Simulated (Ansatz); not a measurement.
Geometry optimisation, UKS PBE0/def2-SVP (Ansatz).

Input file:

```yaml
crystal:
  periodic: [false, false, false]
  atoms:
    - { symbol: F, position_ang: [-1.6315, -1.314, 0.1754] }
    - { symbol: Si, position_ang: [-0.8715, -0.0203, -0.3946] }
    - { symbol: C, position_ang: [0.2642, 0.685, 0.6943] }
    - { symbol: C, position_ang: [0.9193, -0.2591, -0.002] }
    - { symbol: H, position_ang: [-0.9551, 0.2431, -1.8668] }
    - { symbol: H, position_ang: [0.5465, 1.3898, 1.4812] }
    - { symbol: H, position_ang: [1.7893, -0.7925, -0.1332] }
magnetization:
  spin_polarized: true
basis:
  gaussian: { orbitals: def2-SVP }
hamiltonian:
  xc: pbe0
relax:
  f_tol: 0.02
  max_steps: 40
```

Run as:

```bash
$ ansatz run input.yaml --threads 2 --pin off --max-ram 3072MiB --backend cpu --events-out ev --progress --plain --runs-dir out
```

Where does it end, and by what steps?

It converged. After 7 steps the energy has fallen by 0.848 eV; H5 moved furthest, 0.31 Å.

```
step  energy less start (eV)  largest force component (eV/Å)  accepted
   0                  0.0000                           3.622       yes
   1                 -0.6173                           1.552       yes
   2                 -0.7675                           0.919       yes
   3                 -0.8045                           0.608       yes
   4                 -0.8461                           0.115       yes
   5                 -0.8476                           0.030       yes
   6                 -0.8477                           0.079       yes
   7                 -0.8479                           0.013       yes
```

```xyz
7
Properties=species:S:1:pos:R:3
F -1.856 -1.265 0.028
Si -0.740 -0.198 -0.478
C 0.323 0.683 0.666
C 0.978 -0.308 0.019
H -1.245 0.311 -1.770
H 0.602 1.411 1.433
H 1.999 -0.701 0.055
```

Whether the end is a true minimum wasn't checked by a vibrational analysis.

The run took 30 s on 2 threads of Arm Neoverse N1, with other jobs on the host, peak memory 0.18 GiB.
